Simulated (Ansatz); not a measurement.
Which is lower?

The two ends of one reaction step of AlH4OF3, closed shell (PBE0-D4/def2-TZVP).

A:

```xyz
9
angstrom
Al -0.1300 -0.0789 -0.0737
H -2.4563 -0.4496 0.9271
F -1.0501 -0.8599 -1.1947
F 0.4670 -0.9609 1.1964
H 1.8372 1.0478 -1.0487
O 1.5929 0.1183 -0.9595
H -2.1899 -0.0325 1.4901
F -0.3638 1.5490 0.1352
H 2.2929 -0.3333 -0.4722
```

B:

```
9
angstrom
Al -0.2176 -1.0796 0.1433
H -1.3410 -0.1215 0.7838
F -0.7627 -2.0516 -1.0693
F 0.8990 -1.6971 1.1995
H 0.5451 1.1390 -0.5545
O 0.9018 0.2345 -0.6980
H -1.1301 1.2893 0.4846
F -0.7199 2.0809 0.1338
H 1.8254 0.2061 -0.4232
```

Program: Ansatz 0.2.0. Basis: def2-TZVPP. Cores are frozen in the correlated methods. B3LYP uses VWN-RPA correlation.

(1) Which structure is lower at CCSD(T), and by how much? (To be estimated.)

No T1 diagnostic of these runs exceeds 0.012.

Results:

(1) The calculation gives: A, by 132.5 kJ/mol (electronic energy, against the other). By their contacts, A is a complex of AlH₂OF₃ ([OH2][Al]([F])([F])[F]) + H₂ and B is a complex of AlH₃OF₂ ([OH2][AlH]([F])[F]) + HF.

All methods give the same order:

| method | E(B) − E(A) (kJ/mol) |
| --- | --- |
| SPW92 | 93.3 |
| PBE-D4 | 111.6 |
| BLYP-D4 | 122.7 |
| r2SCAN-D4 | 130.3 |
| B97M-V | 121.1 |
| PBE0-D4 | 117.8 |
| B3LYP-D4 | 126.3 |
| r2SCAN0-D4 | 131.2 |
| BHLYP-D4 | 133.3 |
| CAM-B3LYP-D4 | 126.0 |
| wB97X-V | 128.7 |
| wB97M-V | 130.3 |
| B2PLYP | 131.0 |
| PBE-QIDH | 127.4 |
| RPA on PBE | 132.2 |
| HF | 148.1 |
| MP2 | 135.8 |
| CCSD | 135.0 |
| CCSD(T) | 132.5 |

Labels in which every atom is bracketed show which atoms are joined, not bond orders.

For scale, one of the runs: CCSD(T)/def2-TZVPP, 222 basis functions, launched by `ansatz run in.yaml --threads 4 --pin off --events-out ev --progress --plain --max-ram 9574MiB`. The run took 110 s on 4 CPU threads of an Arm Neoverse V2 (shared host), with 3.8 GiB of host memory at its peak.
